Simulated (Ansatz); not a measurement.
[Tm(NH3)6]3+ (TmN₆H₁₈³⁺). Total charge 3; triplet. Geometry PBE-D4/def2-SVP.

Cartesian coordinates in Å:
```
Tm 0.001 -0.002 0.004
N -1.666 -0.960 1.573
H -1.277 -1.551 2.332
H -2.383 -1.577 1.147
H -2.240 -0.268 2.093
N 1.651 0.976 -1.573
H 1.247 1.521 -2.359
H 2.266 0.295 -2.058
H 2.331 1.641 -1.159
N 1.487 -1.892 0.534
H 2.145 -1.727 1.320
H 2.110 -2.191 -0.239
H 1.004 -2.769 0.807
N -1.471 1.893 -0.548
H -0.988 2.801 -0.686
H -2.198 2.112 0.161
H -2.019 1.779 -1.422
N 0.960 1.282 1.868
H 0.689 0.945 2.811
H 0.700 2.287 1.889
H 1.997 1.304 1.909
N -0.960 -1.301 -1.852
H -0.639 -1.012 -2.796
H -1.995 -1.270 -1.929
H -0.754 -2.318 -1.829
```

In the def2 sets Tm takes a core potential; there is no spin–orbit coupling. With an open 4f shell the SCF may have ended on a state above the lowest. No other spin state of charge 3 was run.

Estimate the α-spin orbital energies around the gap (eV) in Ansatz with PBE-D4/def2-SVP, PBE-D4/def2-TZVP, r2SCAN-D4/def2-TZVP, PBE0-D4/def2-SVP, PBE0-D4/def2-TZVP.


```json
{"orbital": "HOMO−9", "PBE-D4/def2-SVP": "-21.13", "PBE-D4/def2-TZVP": "-21.19", "r2SCAN-D4/def2-TZVP": "-22.13", "PBE0-D4/def2-SVP": "-25.18", "PBE0-D4/def2-TZVP": "-25.19"}
{"orbital": "HOMO−8", "PBE-D4/def2-SVP": "-20.98", "PBE-D4/def2-TZVP": "-21.05", "r2SCAN-D4/def2-TZVP": "-22.10", "PBE0-D4/def2-SVP": "-25.12", "PBE0-D4/def2-TZVP": "-25.12"}
{"orbital": "HOMO−7", "PBE-D4/def2-SVP": "-20.88", "PBE-D4/def2-TZVP": "-20.94", "r2SCAN-D4/def2-TZVP": "-22.02", "PBE0-D4/def2-SVP": "-25.08", "PBE0-D4/def2-TZVP": "-25.08"}
{"orbital": "HOMO−6", "PBE-D4/def2-SVP": "-20.86", "PBE-D4/def2-TZVP": "-20.93", "r2SCAN-D4/def2-TZVP": "-21.97", "PBE0-D4/def2-SVP": "-25.08", "PBE0-D4/def2-TZVP": "-25.08"}
{"orbital": "HOMO−5", "PBE-D4/def2-SVP": "-20.84", "PBE-D4/def2-TZVP": "-20.91", "r2SCAN-D4/def2-TZVP": "-21.65", "PBE0-D4/def2-SVP": "-23.01", "PBE0-D4/def2-TZVP": "-22.97"}
{"orbital": "HOMO−4", "PBE-D4/def2-SVP": "-20.68", "PBE-D4/def2-TZVP": "-20.70", "r2SCAN-D4/def2-TZVP": "-21.06", "PBE0-D4/def2-SVP": "-22.33", "PBE0-D4/def2-TZVP": "-22.31"}
{"orbital": "HOMO−3", "PBE-D4/def2-SVP": "-20.48", "PBE-D4/def2-TZVP": "-20.51", "r2SCAN-D4/def2-TZVP": "-21.01", "PBE0-D4/def2-SVP": "-22.29", "PBE0-D4/def2-TZVP": "-22.27"}
{"orbital": "HOMO−2", "PBE-D4/def2-SVP": "-19.94", "PBE-D4/def2-TZVP": "-19.97", "r2SCAN-D4/def2-TZVP": "-20.33", "PBE0-D4/def2-SVP": "-21.58", "PBE0-D4/def2-TZVP": "-21.56"}
{"orbital": "HOMO−1", "PBE-D4/def2-SVP": "-19.93", "PBE-D4/def2-TZVP": "-19.96", "r2SCAN-D4/def2-TZVP": "-20.30", "PBE0-D4/def2-SVP": "-21.56", "PBE0-D4/def2-TZVP": "-21.54"}
{"orbital": "HOMO", "PBE-D4/def2-SVP": "-19.68", "PBE-D4/def2-TZVP": "-19.71", "r2SCAN-D4/def2-TZVP": "-20.27", "PBE0-D4/def2-SVP": "-21.53", "PBE0-D4/def2-TZVP": "-21.51"}
{"orbital": "LUMO", "PBE-D4/def2-SVP": "-12.75", "PBE-D4/def2-TZVP": "-12.85", "r2SCAN-D4/def2-TZVP": "-13.04", "PBE0-D4/def2-SVP": "-12.23", "PBE0-D4/def2-TZVP": "-12.26"}
{"orbital": "LUMO+1", "PBE-D4/def2-SVP": "-12.72", "PBE-D4/def2-TZVP": "-12.81", "r2SCAN-D4/def2-TZVP": "-12.91", "PBE0-D4/def2-SVP": "-12.11", "PBE0-D4/def2-TZVP": "-12.15"}
{"orbital": "LUMO+2", "PBE-D4/def2-SVP": "-12.67", "PBE-D4/def2-TZVP": "-12.76", "r2SCAN-D4/def2-TZVP": "-12.85", "PBE0-D4/def2-SVP": "-12.06", "PBE0-D4/def2-TZVP": "-12.09"}
{"orbital": "LUMO+3", "PBE-D4/def2-SVP": "-12.18", "PBE-D4/def2-TZVP": "-12.33", "r2SCAN-D4/def2-TZVP": "-11.72", "PBE0-D4/def2-SVP": "-11.39", "PBE0-D4/def2-TZVP": "-11.53"}
{"orbital": "LUMO+4", "PBE-D4/def2-SVP": "-11.08", "PBE-D4/def2-TZVP": "-11.21", "r2SCAN-D4/def2-TZVP": "-10.50", "PBE0-D4/def2-SVP": "-10.27", "PBE0-D4/def2-TZVP": "-10.39"}
{"orbital": "LUMO+5", "PBE-D4/def2-SVP": "-11.07", "PBE-D4/def2-TZVP": "-11.21", "r2SCAN-D4/def2-TZVP": "-10.49", "PBE0-D4/def2-SVP": "-10.27", "PBE0-D4/def2-TZVP": "-10.39"}
{"orbital": "β HOMO", "PBE-D4/def2-SVP": "-19.29", "PBE-D4/def2-TZVP": "-19.37", "r2SCAN-D4/def2-TZVP": "-19.76", "PBE0-D4/def2-SVP": "-21.54", "PBE0-D4/def2-TZVP": "-21.52"}
{"orbital": "β LUMO", "PBE-D4/def2-SVP": "-18.56", "PBE-D4/def2-TZVP": "-18.62", "r2SCAN-D4/def2-TZVP": "-17.59", "PBE0-D4/def2-SVP": "-15.28", "PBE0-D4/def2-TZVP": "-15.24"}
```
